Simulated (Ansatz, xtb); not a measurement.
C6H5F2N: which of two isomers lies lower

We compare a, `Nc1c(F)cccc1F`, a singlet, with b, `FC(F)c1ccncc1`, a singlet. Both are isolated molecules in the gas phase, relaxed with PBE0-D3(BJ)/def2-SVP; the shapes shown needn't be the lowest conformers.

a (Å):

```
atom    x (Å)    y (Å)    z (Å)
   C  -0.6956   1.1005  -0.7795
   C  -0.1576   0.9976   0.5102
   C   0.8395   0.0948   0.8402
   C   1.3400  -0.7582  -0.1432
   C   0.8393  -0.6870  -1.4430
   C  -0.1577   0.2286  -1.7355
   F  -0.6460   1.8363   1.4348
   F  -0.6463   0.3245  -2.9801
   N  -1.7227   1.9641  -1.0752
   H  -1.8343   2.7440  -0.4413
   H  -1.8347   2.1914  -2.0542
   H   1.2095   0.0746   1.8665
   H   2.1240  -1.4759   0.1025
   H   1.2092  -1.3321  -2.2415
```

b (Å):

```yaml
atoms:
  - { symbol: C, position_ang: [-1.5618, 1.7023, -0.9862] }
  - { symbol: C, position_ang: [-0.3864, 0.8130, -0.6828] }
  - { symbol: C, position_ang: [0.9035, 1.3359, -0.6145] }
  - { symbol: C, position_ang: [1.9598, 0.4593, -0.3700] }
  - { symbol: C, position_ang: [0.5696, -1.3399, -0.2605] }
  - { symbol: C, position_ang: [-0.5594, -0.5575, -0.4992] }
  - { symbol: F, position_ang: [-2.6820, 1.2222, -0.4052] }
  - { symbol: F, position_ang: [-1.3441, 2.9512, -0.5219] }
  - { symbol: N, position_ang: [1.8047, -0.8505, -0.1989] }
  - { symbol: H, position_ang: [-1.7519, 1.7760, -2.0731] }
  - { symbol: H, position_ang: [1.0808, 2.4057, -0.7373] }
  - { symbol: H, position_ang: [2.9846, 0.8428, -0.3074] }
  - { symbol: H, position_ang: [0.4635, -2.4203, -0.1090] }
  - { symbol: H, position_ang: [-1.5544, -1.0050, -0.5296] }
```

Estimate E(b) − E(a) at the level CCSD(T)/def2-SVP + ΔMP2/def2-TZVPP.

Too close to call at this level: CCSD(T)/def2-SVP + ΔMP2/def2-TZVPP gives E(b) − E(a) = −0.08 kcal/mol.

How the difference moves with the method:

```csv
level,geometry,E(b) − E(a) (kcal/mol),departure from the last row (kcal/mol),"job, with rough time for the two"
GFN2-xTB,GFN2-xTB,+4.01,+4.09,"optimisation, 0.14 s"
HF/STO-3G,GFN2-xTB,−1.71,−1.63,"single point, 0.48 s"
r2SCAN-D4/def2-SVP,GFN2-xTB,+5.23,+5.32,"single point, 4.6 s"
PBE0-D3(BJ)/def2-SVP,PBE0-D3(BJ)/def2-SVP,+4.34,+4.42,"optimisation, 35 s"
HF/def2-SVP,PBE0-D3(BJ)/def2-SVP,−4.32,−4.24,part of the CCSD(T) run
MP2/def2-SVP,PBE0-D3(BJ)/def2-SVP,−1.63,−1.55,part of the CCSD(T) run
CCSD(T)/def2-SVP,PBE0-D3(BJ)/def2-SVP,−2.91,−2.83,single point
CCSD(T)/def2-SVP + ΔMP2/def2-TZVPP,PBE0-D3(BJ)/def2-SVP,−0.08,,"single point, 2.2 min"
```

As drawn, b has 1 C–C, 2 C∷N, 2 C–H in place of 1 C–N, 2 C∷C, 2 N–H (∷ is an aromatic bond).

The largest departure from CCSD(T)/def2-SVP + ΔMP2/def2-TZVPP is that of r2SCAN-D4/def2-SVP, 5.32 kcal/mol. The last row adds to CCSD(T) the change of the MP2 difference between the two basis sets, here +2.83 kcal/mol.

With thermal terms from frequencies at re-optimised GFN2-xTB minima (ideal gas, soft modes damped towards free rotors, one conformer each, 298.15 K, 1 atm): on the last row, ΔE + ΔZPE = −0.07, ΔH = −0.22, ΔG = −0.51 kcal/mol.

The correlated steps freeze 9 core orbitals. Codes used: Ansatz 0.2.0, xtb 6.7.1; the last row on 4 threads of Arm Neoverse V1 on a shared host.
